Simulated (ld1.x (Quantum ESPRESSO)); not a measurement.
## An all-electron radial function and its pseudo partner (fluorine (F))

Columns: radius, all-electron u(r) and pseudo u(r) of the 2p shell (level -11.11 eV) of fluorine in the configuration [He] 2s2 2p5; PBE, scalar-relativistic, TM scheme, ld1.x (Quantum ESPRESSO) 7.5.

| r (bohr) | all-electron | pseudo |
| --- | --- | --- |
| 0.068 | 0.0734 | 0.0269 |
| 0.135 | 0.2193 | 0.1030 |
| 0.202 | 0.3784 | 0.2192 |
| 0.270 | 0.5261 | 0.3642 |
| 0.338 | 0.6491 | 0.5191 |
| 0.405 | 0.7443 | 0.6646 |
| 0.473 | 0.8157 | 0.7902 |
| 0.540 | 0.8634 | 0.8828 |
| 0.608 | 0.8923 | 0.9418 |
| 0.675 | 0.9047 | 0.9671 |
| 0.742 | 0.9046 | 0.9660 |
| 0.810 | 0.8944 | 0.9455 |
| 0.878 | 0.8766 | 0.9134 |
| 0.945 | 0.8536 | 0.8767 |
| 1.013 | 0.8262 | 0.8384 |
| 1.080 | 0.7967 | 0.8018 |
| 1.148 | 0.7649 | 0.7665 |
| 1.215 | 0.7328 | 0.7331 |
| 1.283 | 0.6998 | 0.6998 |
| 1.350 | 0.6674 | 0.6674 |
| 1.418 | 0.6350 | 0.6350 |
| 1.485 | 0.6037 | 0.6037 |
| 1.553 | 0.5729 | 0.5729 |
| 1.620 | 0.5435 | 0.5435 |
| 1.688 | 0.5148 | 0.5148 |
| 1.755 | 0.4876 | 0.4876 |

Question: How many radial nodes do the two functions have?

Answer: The all-electron 2p function has n − l − 1 = 0; the pseudo-wave has 0.

Question: At about which radius was the pseudo-wave matched?

Answer: 1.35 bohr. The columns agree to 0.0005 from 1.22 bohr on; several derivatives are matched, so the curves merge somewhat inside the radius.

Question: Where does each function peak?

Answer: Outermost all-electron maximum near 0.68 bohr, pseudo maximum near 0.68 bohr (to the table’s step).

Question: Is the pseudo-wave norm-conserving?

Answer: Yes: the TM scheme keeps the norm inside the radius equal to the all-electron one, which fixes the energy derivative of the logarithmic derivative at the level.
